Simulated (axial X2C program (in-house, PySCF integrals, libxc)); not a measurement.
# Nuclear properties of NInO²⁺

Calculated with an axial X2C code built on PySCF integrals: two-component X2C with atomic mean-field Coulomb and Gaunt terms, Gaussian nuclei, basis N dyall-av3z, In dyall-v3z, O dyall-av3z with contracted cores.

N–In–O held linear, with bonds 2.292 and 2.036 Å (near the PBE0 minimum at charge 2 of the determinant lowest at the starting distance; the state shown can have its own minimum elsewhere, held linear; other orders of the atoms were not compared).

Input and command:
```json
{"zs": [7, 49, 8], "q": 2, "bas": ["dyall-av3z", "dyall-v3z", "dyall-av3z"], "r0": [1.96, 1.93], "symm": 0, "scan": ["PBE0", "HF", "B3LYP"], "levels": ["PBE0", "HF", "PBE"], "nst": 2}
```
```bash
python solin.py task.json out
```

Keys: zs atomic numbers; q charge; bas basis sets; r0 starting distance in Å; symm equal bonds; scan levels of the two-bond scan; levels methods; nst determinants followed.

Determinant lowest in the PBE0 search, Ω = 3 (⟨Sz⟩ = 2.00, ⟨Lz⟩ = 1.00 at PBE0), spin on the atoms N 1.36, In -0.13, O 0.77:

```csv
level,Eeff magnitude (GV/cm),Ws magnitude In (kHz),A∥/gI N (MHz),qzz N (a.u.),A∥/gI In (MHz),qzz In (a.u.),A∥/gI O (MHz),qzz O (a.u.)
PBE0,4.4,0.836,11,0.73,-986,-2.45,144,1.80
HF,4.71,0.913,27.9,0.50,-1990,-2.56,164,2.00
PBE,3.67,0.692,10.6,0.76,-519,-2.03,138,1.65
```

Determinant 0.03 eV from it at PBE0 and this distance, Ω = 2 (⟨Sz⟩ = 2.00, ⟨Lz⟩ = 0.00 at PBE0), spin on the atoms N 1.18, In -0.17, O 0.99:

```csv
level,Eeff magnitude (GV/cm),Ws magnitude In (kHz),A∥/gI N (MHz),qzz N (a.u.),A∥/gI In (MHz),qzz In (a.u.),A∥/gI O (MHz),qzz O (a.u.)
PBE0,2.29,0.675,-55.4,0.79,-1440,-4.01,-118,-2.76
HF,6.17,1.84,-12,0.50,-3020,-4.09,-100,-2.92
PBE,0.042,0.0078,-67.5,0.72,-757,-3.67,-119,-2.59
```

Eeff is the effective electric field on the electron electric dipole moment in this Ω state and Ws the scalar–pseudoscalar constant of the nucleus named (defined with the proton number Z and per Ω); A∥ (defined per Ω) follows by multiplying with gI = μI/(I μN); qzz is the electric field gradient, eQq0 = 234.96 MHz × Q/barn × qzz. The operators were transformed with the bare-nucleus X2C matrices; with these basis sets, hyperfine constants and field gradients can be off by tens of per cent, and where levels differ in sign neither size nor sign is settled.

**Question.** With Q(14N) = 0.02044 barn, Q(115In) = 0.772 barn, gI(17O) = -0.7575, Q(17O) = -0.02558 barn (g factors from the IAEA table of nuclear moments by Stone; Q from Pyykkö, Mol. Phys. 2018), turn the PBE0 values of the first state into constants in MHz.

**Answer.** eQq0(14N) = 234.96 × (0.02044) × (0.73) = 3.51 MHz; eQq0(115In) = 234.96 × (0.772) × (-2.45) = -444 MHz; A∥(17O) = 144 × -0.7575 = -109 MHz; eQq0(17O) = 234.96 × (-0.02558) × (1.80) = -10.8 MHz.

The molecule was held linear; bending was not examined, so a bent shape may lie lower.

Each state is one determinant with collinear spin, which with several unpaired electrons need not be a pure state. Unrestricted Hartree–Fock can overshoot spin polarisation at the nuclei. In the state Ω = 2 the sign of Eeff differs between levels (PBE against PBE0). With several open shells hyperfine constants can be off by a factor of several. Where Eeff spreads by more than a factor of two the levels disagree and none is to be relied on. Open-shell Ω = 0 determinants with evenly filled partner blocks cannot be reached by this program, so the Ω shown need not be the lowest component. At HF a later determinant lies lower. States lie within half an eV, so the first need not be the ground state. The sign of Ws at In differs between levels in the second state. Where a field gradient or hyperfine factor spreads by more than a factor of two over the levels, a constant derived from it is not to be relied on. PBE0 term energies can be off by some tenths of an eV.
